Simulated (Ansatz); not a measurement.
Computed with Ansatz on PBE0-D4/def2-TZVP structures; ΔE is electronic, products minus reactants. CBS: MP2 limit from def2 TZ/QZ plus the TZ coupled-cluster correction, frozen cores. This one scheme is used for every species. Functionals use def2-TZVPP. For Ge outer-core shells are correlated without core-valence functions, which leaves a few kJ/mol of doubt a bond. Scalar relativity is left out up to krypton. Each species was taken in one conformer, which may not be the lowest.

Reaction (formal exchange of groups at a Ge–O bond): `[OH][GeH2][SH]` + `OC1=NC1` → `[SH][GeH2][C]1=NC1` + `OO`

Question: Is it downhill or uphill in electronic energy at CCSD(T)/CBS, and by how much? (An estimate is asked.)

Answer: The calculation gave: Uphill: ΔE = +3.42 eV.

Question: What do these levels give: PBE, r2SCAN, HF/def2-TZVPP, MP2/def2-QZVPP, MP2/CBS(def2), CCSD/CBS(def2)? (Best estimate.)

Answer: Ansatz gave: PBE 3.37, r2SCAN 3.52, HF/def2-TZVPP 3.81, MP2/def2-QZVPP 3.60, MP2/CBS(def2) 3.60, CCSD/CBS(def2) 3.47 eV.

Largest T1 diagnostic among the species: 0.013.

The D4 term adds −0.06 eV with B3LYP and −0.03 eV with PBE0; it sums over pairs of atoms, weighted by their polarisabilities, and B3LYP, whose exchange is more repulsive, gets the larger term. From PBE to PBE0 (25 % exact exchange), in def2-TZVPP and without D4, ΔE moves by +0.12 eV.

B3LYP here is the variant with VWN-RPA as its local correlation; programs differ in this.
